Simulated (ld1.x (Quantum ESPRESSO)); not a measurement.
u(r) = r·R(r): atom against pseudo-atom (Tl (Z = 81))

Columns: radius, all-electron u(r) and pseudo u(r) of the 5d shell (level -15.62 eV) of thallium in the configuration [Xe] 4f14 5d10 6s2 6p1; LDA (PZ), scalar-relativistic, PAW scheme, ld1.x (Quantum ESPRESSO) 7.5.

```
r (bohr)  all-electron  pseudo
   0.168        0.0990  0.0216
   0.335       -0.4691  0.1472
   0.503       -0.1060  0.3889
   0.670        0.4230  0.6567
   0.838        0.7717  0.8513
   1.005        0.9210  0.9356
   1.172        0.9386  0.9386
   1.340        0.8839  0.8839
   1.508        0.7965  0.7965
   1.675        0.6997  0.6997
   1.842        0.6048  0.6048
   2.010        0.5169  0.5169
   2.178        0.4386  0.4386
   2.345        0.3708  0.3708
   2.512        0.3125  0.3125
   2.680        0.2624  0.2624
   2.848        0.2200  0.2200
   3.015        0.1845  0.1845
   3.182        0.1545  0.1545
   3.350        0.1292  0.1292
   3.518        0.1080  0.1080
   3.685        0.0903  0.0903
   3.852        0.0755  0.0755
   4.020        0.0631  0.0631
   4.188        0.0527  0.0527
   4.355        0.0440  0.0440
```

Q: How many radial nodes do the two functions have?

A: The all-electron 5d function has n − l − 1 = 2; the pseudo-wave has 0, since the states of the same l below it are removed with the core.

Q: At about which radius was the pseudo-wave matched?

A: 1.20 bohr, where the columns begin to agree (steps of 0.17 bohr).

Q: Is the pseudo-wave norm-conserving?

A: No, it belongs to a PAW set: the norm inside the radius is not constrained, and the difference is carried by the augmentation charge.
